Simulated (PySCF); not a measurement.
C3H10NSi (SMILES CC(C)[N][SiH3]), doublet, at a GFN2-xTB geometry; MP2/6-31G* in PySCF.

The PySCF input:
```python
from pyscf import gto, scf, mp

mol = gto.Mole()
mol.atom = '''
    C    -1.031683    1.416279    0.432621
    C    -0.754856   -0.062696    0.719371
    C    -1.953369   -0.939370    0.299189
    N     0.410218   -0.579824    0.171197
    Si    1.706782   -0.022106   -0.737866
    H    -1.943080    1.736507    0.931810
    H    -1.142005    1.566304   -0.638693
    H    -0.202817    2.025988    0.782822
    H    -0.655485   -0.187403    1.815154
    H    -1.736187   -1.983718    0.503025
    H    -2.845940   -0.642735    0.843436
    H    -2.126752   -0.821501   -0.767295
    H     2.890106   -0.513650   -0.022572
    H     1.579082   -0.715978   -2.029784
    H     1.856060    1.419164   -0.993246
'''
mol.basis = '6-31g*'
mol.charge = 0
mol.spin = 1
mol.verbose = 4
mol.build()

mf = scf.UHF(mol)
mf.kernel()

pt = mp.MP2(mf, frozen=9)
pt.kernel()
print('E(MP2) = %.10f' % pt.e_tot)
```

The log (banner, timings and long lists left out):

```
PySCF version 2.14.0

[INPUT] verbose = 4
[INPUT] num. atoms = 15
[INPUT] num. electrons = 49
[INPUT] charge = 0
[INPUT] spin (= nelec alpha-beta = 2S) = 1
[INPUT] symmetry False subgroup None
[INPUT] Mole.unit = angstrom
[INPUT] Symbol           X                Y                Z      unit          X                Y                Z       unit  Magmom
[INPUT]  1 C     -1.031683000000   1.416279000000   0.432621000000 AA   -1.949598317370   2.676379425973   0.817535205735 Bohr   0.0
[INPUT]  2 C     -0.754856000000  -0.062696000000   0.719371000000 AA   -1.426471103485  -0.118478269106   1.359414171954 Bohr   0.0
[INPUT]  3 C     -1.953369000000  -0.939370000000   0.299189000000 AA   -3.691332430216  -1.775152029633   0.565385269482 Bohr   0.0
[INPUT]  4 N      0.410218000000  -0.579824000000   0.171197000000 AA    0.775199671367  -1.095708560450   0.323515443347 Bohr   0.0
[INPUT]  5 Si     1.706782000000  -0.022106000000  -0.737866000000 AA    3.225350534337  -0.041774285710  -1.394364656628 Bohr   0.0
[INPUT]  6 H     -1.943080000000   1.736507000000   0.931810000000 AA   -3.671889038120   3.281522643390   1.760865700131 Bohr   0.0
[INPUT]  7 H     -1.142005000000   1.566304000000  -0.638693000000 AA   -2.158076682884   2.959885587811  -1.206954847677 Bohr   0.0
[INPUT]  8 H     -0.202817000000   2.025988000000   0.782822000000 AA   -0.383268583406   3.828562451655   1.479319184284 Bohr   0.0
[INPUT]  9 H     -0.655485000000  -0.187403000000   1.815154000000 AA   -1.238687128761  -0.354140344922   3.430143933909 Bohr   0.0
[INPUT] 10 H     -1.736187000000  -1.983718000000   0.503025000000 AA   -3.280917931030  -3.748683728370   0.950579483809 Bohr   0.0
[INPUT] 11 H     -2.845940000000  -0.642735000000   0.843436000000 AA   -5.378047166945  -1.214593120672   1.593863043599 Bohr   0.0
[INPUT] 12 H     -2.126752000000  -0.821501000000  -0.767295000000 AA   -4.018978814871  -1.552411901056  -1.449977406748 Bohr   0.0
[INPUT] 13 H      2.890106000000  -0.513650000000  -0.022572000000 AA    5.461508810962  -0.970657823883  -0.042654898084 Bohr   0.0
[INPUT] 14 H      1.579082000000  -0.715978000000  -2.029784000000 AA    2.984032508230  -1.353002331214  -3.835735852024 Bohr   0.0
[INPUT] 15 H      1.856060000000   1.419164000000  -0.993246000000 AA    3.507445070760   2.681831285842  -1.876962914320 Bohr   0.0

nuclear repulsion = 233.813756934328
number of shells = 52
number of NR pGTOs = 199
number of NR cGTOs = 94
basis = 6-31g*
ecp = {}

******** <class 'pyscf.scf.uhf.UHF'> ********
method = UHF
initial guess = minao
damping factor = 0
level_shift factor = 0
DIIS = <class 'pyscf.scf.diis.CDIIS'>
diis_start_cycle = 1
diis_space = 8
diis_damp = 0
SCF conv_tol = 1e-09
SCF conv_tol_grad = None
SCF max_cycles = 50
direct_scf = True
direct_scf_tol = 1e-13
number electrons alpha = 25  beta = 24
Set gradient conv threshold to 3.16228e-05
init E= -463.234938589567

cycle= 1 E= -462.645084041214  delta_E= 0.59  |g|= 0.309  |ddm|= 2.26
cycle= 2 E= -462.72716731492  delta_E= -0.0821  |g|= 0.139  |ddm|= 0.381
cycle= 3 E= -462.741811370216  delta_E= -0.0146  |g|= 0.0567  |ddm|= 0.187
cycle= 4 E= -462.746197039162  delta_E= -0.00439  |g|= 0.0177  |ddm|= 0.0893
cycle= 5 E= -462.746847675605  delta_E= -0.000651  |g|= 0.00642  |ddm|= 0.0414
cycle= 6 E= -462.746922948407  delta_E= -7.53e-05  |g|= 0.00261  |ddm|= 0.0154
cycle= 7 E= -462.746932203386  delta_E= -9.25e-06  |g|= 0.00115  |ddm|= 0.00568
cycle= 8 E= -462.746934605035  delta_E= -2.4e-06  |g|= 0.000464  |ddm|= 0.00316
cycle= 9 E= -462.746935148886  delta_E= -5.44e-07  |g|= 0.000225  |ddm|= 0.00149
cycle= 10 E= -462.746935329143  delta_E= -1.8e-07  |g|= 0.000167  |ddm|= 0.000712
cycle= 11 E= -462.746935449679  delta_E= -1.21e-07  |g|= 0.000147  |ddm|= 0.000479
cycle= 12 E= -462.746935643173  delta_E= -1.93e-07  |g|= 0.000122  |ddm|= 0.000856
cycle= 13 E= -462.746935926748  delta_E= -2.84e-07  |g|= 7.43e-05  |ddm|= 0.00178
cycle= 14 E= -462.746936037032  delta_E= -1.1e-07  |g|= 3.47e-05  |ddm|= 0.00145
cycle= 15 E= -462.746936050471  delta_E= -1.34e-08  |g|= 1.46e-05  |ddm|= 0.000537
cycle= 16 E= -462.746936051608  delta_E= -1.14e-09  |g|= 5.32e-06  |ddm|= 0.00015
cycle= 17 E= -462.746936051684  delta_E= -7.64e-11  |g|= 2.36e-06  |ddm|= 3.17e-05
Extra cycle  E= -462.74693605169  delta_E= -6.14e-12  |g|= 1.48e-06  |ddm|= 3.82e-06
converged SCF energy = -462.74693605169  <S^2> = 0.76094263  2S+1 = 2.0109129

******** <class 'pyscf.mp.ump2.UMP2'> ********
nocc = (np.int64(16), np.int64(15)), nmo = (85, 85)
frozen orbitals 9
E(UMP2) = -463.34398815146  E_corr = -0.597052099770333
E(SCS-UMP2) = -463.34352146023  E_corr = -0.596585408539427
E_corr(same-spin) = -0.138319743674968
E_corr(oppo-spin) = -0.458732356095365
E(MP2) = -463.3439881515
```
